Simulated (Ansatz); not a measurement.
`N[SiH](O)[SiH3]`. Total charge 0; spin multiplicity 1. All single points use the PBE0-D4/def2-TZVP geometry. It is one conformer, not always the lowest.

```xyz
11

N     0.692    0.583   -1.508
Si    0.505   -0.419   -0.136
O     1.608   -0.180    1.073
Si   -1.548   -0.014    0.908
H     1.082    0.253   -2.373
H     0.535    1.576   -1.505
H     0.630   -1.799   -0.687
H     2.535   -0.266    0.845
H    -2.661   -0.463    0.026
H    -1.666   -0.718    2.213
H    -1.714    1.448    1.146
```

Problem. What is the dipole moment at ωB97M-V/def2-TZVPP? (Estimate.)

Solution. Computed: 2.57 D, with components (1.65, 0.55, -1.89) D in this frame, pointing from negative to positive charge.

Problem. And with PBE, r2SCAN, B3LYP? (Estimate.)

Solution. Ansatz gave: PBE 2.56 D, r2SCAN 2.58 D, B3LYP 2.55 D.

Problem. Give the Mulliken charges with ωB97M-V, r2SCAN, PBE in def2-TZVPP. (Estimate.)

Solution. Ansatz gave: 
| atom | ωB97M-V | r2SCAN | PBE |
| --- | --- | --- | --- |
| N1 | -0.37 | -0.46 | -0.38 |
| Si2 | 0.45 | 0.54 | 0.42 |
| O3 | -0.37 | -0.41 | -0.34 |
| Si4 | 0.02 | 0.14 | 0.07 |
| H5 | 0.12 | 0.17 | 0.16 |
| H6 | 0.12 | 0.16 | 0.15 |
| H7 | -0.07 | -0.12 | -0.11 |
| H8 | 0.17 | 0.19 | 0.18 |
| H9 | -0.03 | -0.07 | -0.05 |
| H10 | -0.02 | -0.07 | -0.05 |
| H11 | -0.03 | -0.07 | -0.05 |

B3LYP here is the variant with VWN-RPA as its local correlation; programs differ in this.
